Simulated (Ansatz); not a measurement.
Geometry optimisation, RKS PBE/STO-3G (Ansatz).

input.yaml

```yaml
crystal:
  periodic: [false, false, false]
  atoms:
    - { symbol: C, position_ang: [-0.9701, -1.2336, 0.7528] }
    - { symbol: C, position_ang: [-0.1678, -0.1762, 0.9268] }
    - { symbol: F, position_ang: [0.41984, 0.31603, -0.17366] }
    - { symbol: Si, position_ang: [0.13713, 0.76925, 2.53871] }
    - { symbol: O, position_ang: [-0.51386, -0.09884, 3.84528] }
    - { symbol: F, position_ang: [1.74491, 0.72787, 2.7901] }
    - { symbol: H, position_ang: [-1.183, -1.6169, -0.2334] }
    - { symbol: H, position_ang: [-1.5095, -1.5957, 1.5817] }
    - { symbol: H, position_ang: [-0.3478, 2.10164, 2.45936] }
    - { symbol: H, position_ang: [0.15867, -0.58269, 4.31902] }
basis:
  gaussian: { orbitals: STO-3G }
hamiltonian:
  xc: pbe
relax:
  f_tol: 0.015
  max_steps: 40
output:
  orbitals: {}
```

Command:

```bash
$ ansatz run input.yaml --threads 1 --pin off --max-ram 2048MiB --backend cpu --events-out ev --progress --plain --runs-dir out
```

Task: Where does it end, and by what steps?

Result: It converged. Limits of this set-up: minimal basis. After 9 steps the energy has fallen by 0.593 eV; H10 moved furthest, 0.68 Å.

```
step  energy less start (eV)  largest force component (eV/Å)  accepted
   0                  0.0000                           4.209       yes
   1                 -0.4364                           1.126       yes
   2                 -0.4788                           1.240       yes
   3                 -0.5430                           0.523       yes
   4                 -0.5586                           0.859       yes
   5                 -0.5793                           0.444       yes
   6                 -0.5881                           0.291       yes
   7                 -0.5931                           0.043       yes
   8                 -0.5934                           0.023       yes
   9                 -0.5935                           0.012       yes
```

```xyz
10
Properties=species:S:1:pos:R:3
C -0.951 -1.216 0.860
C -0.147 -0.119 0.908
F 0.428 0.371 -0.250
Si 0.221 0.806 2.551
O -0.540 0.041 3.893
F 1.859 0.850 2.770
H -1.176 -1.750 -0.076
H -1.416 -1.606 1.778
H -0.326 2.164 2.526
H -0.183 -0.929 3.848
```

Time of the run: 25 s on 1 thread of Arm Neoverse V2 (shared host), peak memory 0.15 GiB.
